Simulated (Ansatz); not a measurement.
One geometry of the cluster Mg₂Se₂⁻, several levels of theory.

```yaml
crystal:
  periodic: [false, false, false]
  atoms:
    - {symbol: Mg, position_ang: [-0.054400, -1.358325, -0.020425]}
    - {symbol: Mg, position_ang: [0.054404, 1.358311, 0.020425]}
    - {symbol: Se, position_ang: [-2.048716, 0.083799, -0.114097]}
    - {symbol: Se, position_ang: [2.048711, -0.083785, 0.114098]}
basis:
  gaussian: {orbitals: def2-TZVPD, initial_orbitals: start.molden}
total_charge: -1
magnetization: {spin_polarized: true, initial_magnetization: 1}
hamiltonian: {xc: pbe, dispersion: d4}
scf: {omitted_lower_state_checks: [starts]}
output: {orbitals: {seedname: orbitals}}
```

The file start.molden holds the orbitals of an earlier run on this structure, at another level or in another basis.

```sh
$ ansatz run in.yaml --threads 4 --pin off --events-out ev --progress --plain --max-ram 3916MiB
```

Output, abridged:

```
Functional definition: PBE
1462 factors; their error is unknown
mean field evaluation 1: about -141567.6059 eV, gradient 8.8e0 eV
mean field evaluation 2: about -141567.7096 eV, gradient 1.6e-1 eV
mean field evaluation 4: about -141567.6753 eV, gradient 1.0e-3 eV
mean field evaluation 8: about -141567.6753 eV, gradient 5.8e-6 eV
mean field -141567.67527415 eV, -5202.5161083084 hartree, gradient 5.8e-6 eV, S^2 0.760113; 0 other end points of the search recorded, 0 dependent functions left out
reference -141567.67531896 eV, -5202.5161099551 hartree; 47, 46 occupied and 137, 138 virtual orbitals, 1462 factors
Total energy: -141567.81735283 eV, -5202.5213296033 hartree
Checks for a lower state left out: starts
```

Run time 4.1 s (4 threads of Arm Neoverse V2 on a shared host).

The first input with `hamiltonian: {xc: pbe0, dispersion: d4}` (abridged; 7 s):

```
Functional definition: PBE0
mean field -141572.82691079 eV, -5202.7054274628 hartree, gradient 2.9e-5 eV, S^2 0.767442
Total energy: -141572.94955728 eV, -5202.7099346383 hartree
Checks for a lower state left out: starts
```

The first input with `hamiltonian: {xc: r2scan, dispersion: d4}` (abridged; 11 s):

```
Functional definition: r2SCAN
mean field -141592.15066639 eV, -5203.4155623829 hartree, gradient 1.4e-5 eV, S^2 0.773440
Total energy: -141592.17819703 eV, -5203.4165741153 hartree
Checks for a lower state left out: starts
```

Geometry: r2SCAN-D4/def2-SVP, that of the neutral singlet.

At PBE-D4/def2-TZVPD, r2SCAN-D4/def2-TZVPD the highest occupied level of the charge -1 doublet lies above zero (up to 0.16 eV). By energy differences its removal costs 1.66 eV (vertical, to the charge 0 singlet, at PBE-D4/def2-TZVPD); a positive level beside a positive removal energy at the same level points to self-interaction error. The structure comes from a short search, and lower isomers may exist.
